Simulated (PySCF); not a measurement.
ClH₈PSi₃.
SMILES with atom numbers: `[SiH3:1][Si:2]([SiH3:3])([PH2:4])[Cl:5]` (hydrogens: H6, H7, H8 on Si1; H9, H10, H11 on Si3; H12, H13 on P4)

Method: PBE0-D3(BJ)/def2-SVP geometry optimisation, gas phase in PySCF 2.14.0.

Question: List the bond lengths and angles at this level.

Answer: 
```csv
bond,length (pm)
"Si1–Si2, Si2–Si3",234.2
Si2–P4,226.9
Si2–Cl5,209.3
Si1–H6 and 5 like bonds,149.5
"P4–H12, P4–H13",143.1
```

Bonds in one row agree within 1 pm and their mean is given. A selection of angles:
```csv
angle,degrees
Si2–Si1–H6,109.0
Si2–Si1–H8,110.9
H6–Si1–H7,109.1
Si1–Si2–Si3,113.6
Si1–Si2–P4,112.7
Si1–Si2–Cl5,106.8
Si3–Si2–P4,108.6
P4–Si2–Cl5,107.4
Si2–P4–H12,93.9
Si2–P4–H13,91.8
H12–P4–H13,93.6
```

Si1 (SiH3 silicon) is tetrahedral (angles from 109.0° to 110.9°). Si2 (chlorine-bound silicon) is distorted tetrahedral (angles from 106.8° to 113.6°). P4 (three-coordinate phosphorus) is pyramidal (angles 93.9°, 93.6° and 91.8°, sum 279.4°, 0.87 Å off the plane of its three neighbours).

No PBE0-D3(BJ)/def2-SVP frequencies stand behind this structure, so it isn't proved a minimum. The numbers are those of one conformer (Si1–Si2–P4–H -42° and 52°).
